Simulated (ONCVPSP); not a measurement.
u(r) = r·R(r): atom against pseudo-atom (terbium)

Columns: radius, all-electron u(r) and pseudo u(r) of the 5p shell (level -27.89 eV) of terbium in the configuration [Kr] 4d10 4f8 5s2 5p6 5d1 6s2; PBE, scalar-relativistic, ONCV scheme, ONCVPSP 4.0.1.

```csv
r (bohr),all-electron,pseudo
0.190,0.3035,0.0472
0.380,-0.4015,0.1778
0.570,-0.3174,0.3621
0.760,0.2127,0.5594
0.950,0.6474,0.7294
1.140,0.8746,0.8419
1.330,0.9356,0.8840
1.520,0.8936,0.8597
1.710,0.7995,0.7856
1.900,0.6864,0.6833
2.090,0.5733,0.5731
2.280,0.4699,0.4698
2.470,0.3799,0.3799
2.660,0.3042,0.3042
2.850,0.2419,0.2419
3.040,0.1913,0.1913
3.230,0.1507,0.1507
3.420,0.1183,0.1183
3.610,0.0926,0.0926
3.800,0.0723,0.0723
3.990,0.0563,0.0563
4.180,0.0438,0.0438
4.370,0.0340,0.0340
4.560,0.0263,0.0263
4.750,0.0203,0.0203
4.940,0.0157,0.0157
```

Q: How many radial nodes do the two functions have?

A: The all-electron 5p function has n − l − 1 = 3 (the table is too coarse to show those close to the nucleus); the pseudo-wave has 0, since the states of the same l below it are removed with the core.

Q: At about which radius was the pseudo-wave matched?

A: 2.20 bohr, where the columns begin to agree (steps of 0.19 bohr).

Q: Where does each function peak?

A: Outermost all-electron maximum near 1.33 bohr, pseudo maximum near 1.33 bohr (to the table’s step).

Q: Is the pseudo-wave norm-conserving?

A: Yes: the ONCV scheme keeps the norm inside the radius equal to the all-electron one, which fixes the energy derivative of the logarithmic derivative at the level.
